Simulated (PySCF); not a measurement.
From computed data to an observable: entropy of an ideal gas

Zn(OH)(NH2) (H3NOZn), SMILES [NH2][Zn][OH].

The structure is a stationary point at B3LYP-D3(BJ)/def2-TZVP. Other conformers were not sampled.

B3LYP-D3(BJ)/def2-TZVP (PySCF) gives the harmonic wavenumbers 163, 168, 194, 468, 597, 727, 774, 788, 1567, 3515, 3601, 3847 cm⁻¹ and the rotational temperatures 10.0252, 0.2139, 0.2133 K. The molar mass is 98.41 g/mol, the symmetry number 1, the spin multiplicity 1.

Question: Work out the entropy at 298.15 K and 1 atm in the rigid-rotor, harmonic-oscillator model.

Answer: 
Translation (Sackur–Tetrode at 1 atm): S = R[1.5 ln M + 2.5 ln T − 1.16487] = 166.0 J/(mol K).
Rotation: q = (√π/σ) T^1.5/√(θA θB θC) = 13500, S = R[ln q + 3/2] = 91.5 J/(mol K).
Vibration: with u = 1.4388 ν/T, each mode gives R[u/(e^u − 1) − ln(1 − e^−u)]:
| ν (cm⁻¹) | modes | u | S (J/(mol K)) |
|---|---|---|---|
| 163 | 1 | 0.79 | 10.52 |
| 168 | 1 | 0.81 | 10.28 |
| 194 | 1 | 0.94 | 9.16 |
| 468 | 1 | 2.26 | 3.11 |
| 597 | 1 | 2.88 | 1.90 |
| 727 | 1 | 3.51 | 1.15 |
| 774 | 1 | 3.74 | 0.96 |
| 788 | 1 | 3.80 | 0.91 |
| 1567 | 1 | 7.56 | 0.04 |
The stiffer modes add less than 0.005 each. Sum 38.0 J/(mol K).
Spin: R ln 1 = 0.0 J/(mol K).
Total 295.6 J/(mol K); the program's own thermochemistry gives 295.6. Translation makes up 56 % and vibration 13 %. Anharmonicity, hindered rotation and orbital degeneracy are left out.
